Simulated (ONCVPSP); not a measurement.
## Au: variants of one ONCV potential

Base potential:

- Element: Au
- Generator: ONCVPSP 4.0.1
- Type: optimised norm-conserving Vanderbilt (ONCV)
- Functional: LDA (Perdew-Zunger)
- Relativity: scalar-relativistic
- Frozen core: [Kr] 4d10 4f14
- Valence charge: 19
- Reference configuration: 5s2 5p6 5d10 6s0.75 6p0.25
- Partial waves: 5s+6s: rc 1.55 bohr, ncon 5, nbas 8, qcut 8.5 1/bohr, 2 projectors; 5p+6p: rc 2.10 bohr, ncon 4, nbas 7, qcut 5.9 1/bohr, 3 projectors, debl 2.9 Ha; 5d: rc 1.75 bohr, ncon 4, nbas 9, qcut 10.3 1/bohr, 2 projectors, debl 1.1 Ha
- Local potential: polynomial inside 1.00 bohr (lpopt 1, dvloc0 4 Ha)
- Core correction: none

All-electron outer shells of the reference configuration (LDA (Perdew-Zunger), scalar-relativistic, ld1.x):

| shell | level (eV) | outermost node (bohr) | outermost maximum (bohr) |
| --- | --- | --- | --- |
| 4d | -326.46 | 0.20 | 0.41 |
| 5s | -109.37 | 0.48 | 0.84 |
| 4f | -82.17 | – | 0.37 |
| 5p | -60.65 | 0.52 | 0.96 |
| 5d | -7.69 | 0.56 | 1.21 |
| 6s | -6.53 | 1.11 | 2.29 |
| 6p | -1.26 | 1.32 | 3.47 |

Cutoffs, loose and tight: the cutoffs (Ha) at which the residual kinetic energy of the hardest occupied pseudo-wave falls to 1 and 0.1 mHa per electron. They do not see the model core or the augmentation charge, which bear on the density cutoff. Test errors are all-electron minus pseudo excitation energies from the reference, over the configurations 5s2 5p6 5d10 6s1 6p0; 5s2 5p6 5d10 6s0 6p0; 5s2 5p6 5d9 6s0 6p0; 5s2 5p5 5d10 6s1 6p0. A dash means not determined; rows that change the core or the reference have their own tests. The largest error is taken over the tests solved by every variant that gives reliable tests at all: 5s2 5p5 5d10 6s1 6p0; 5s2 5p6 5d10 6s0 6p0; 5s2 5p6 5d10 6s1 6p0.

| change | outcome | cutoff, loose | cutoff, tight | bound ghosts | GHOST(+) flags above zero | largest test error (meV) |
| --- | --- | --- | --- | --- | --- | --- |
| base | generated | 30 Ha | 34 Ha | none | s | -124 |
| p: rc 2.06 | generated | 30 Ha | 34 Ha | none | s | -132 |
| local potential polynomial inside 1.00 bohr (lpopt 1, dvloc0 5.5 Ha) | generated | 30 Ha | 34 Ha | none | s | -124 |
| d: debl 2.2 | generated | 30 Ha | 34 Ha | none | s | -124 |
| d: nproj 3 | generated | 30 Ha | 34 Ha | none | s | -124 |
| core correction Teter function fitted to the true core (icmod 2), fcfact 0.65 | generated | 30 Ha | 34 Ha | none | s | -136 |
| d: nbas 7 | generated | 30 Ha | 34 Ha | none | s | -123 |

(1) What comes out with this change to the base: p: qcut 8.3?

(2) What comes out with this change to the base: s: qcut 7.4; p: qcut 5.2; d: qcut 9?

## Answers

(1) outcome: generated; cutoff, loose: 30 Ha; cutoff, tight: 34 Ha; bound ghosts: none; GHOST(+) flags above zero: s; largest test error (meV): -182.

(2) outcome: generated; cutoff, loose: 26 Ha; cutoff, tight: 61 Ha; bound ghosts: none; GHOST(+) flags above zero: s; largest test error (meV): -74.
